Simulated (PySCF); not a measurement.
Sn(F)(Cl)2(OH) (Cl2FHOSn), SMILES [Cl][Sn]([OH])([Cl])[F]. The structure is a stationary point at B3LYP-D3(BJ)/def2-SVP. The structure was generated by enumeration; whether it is a known compound was not checked. The def2 effective core potentials stand for the cores of Sn; spin–orbit coupling is left out. One conformer was computed; it need not be the lowest.

### Question
Give the equilibrium geometry at B3LYP-D3(BJ)/def2-SVP (PySCF confirms it by a frequency run) as Cartesian coordinates in Å, and its point group. (The exact figures need the calculation; the answer reports its results.)

### Answer
This is not unique; one that fits is point group Cs.
```xyz
6

O      1.4394     1.5686     0.0000
Sn     0.0014     0.2267     0.0000
F     -1.6539     1.2243     0.0000
Cl     0.0659    -1.0989     1.9123
Cl     0.0659    -1.0989    -1.9123
H      1.0592     2.4620     0.0000
```
